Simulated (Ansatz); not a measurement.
Stepwise substitution at one centre (Ga SiH3-H). Gas-phase values, no solvent. Strings in code marks are SMILES.

Quantity: vertical ionisation energy (energy after one electron is removed minus that of the parent at the parent's geometry), in eV.

A: `[SiH3][GaH][SiH3]`
B: `[SiH3][GaH2]`
C: `[GaH3]`

Question: Order them by vertical ionisation energy (energy after one electron is removed minus that of the parent at the parent's geometry) (lowest first) at the level frozen-core CCSD(T)/cc-pVTZ // PBE0-D3(BJ)/def2-TZVP (Ansatz, a first-principles code).

Answer: A (9.26 eV), B (9.86 eV), C (11.37 eV)
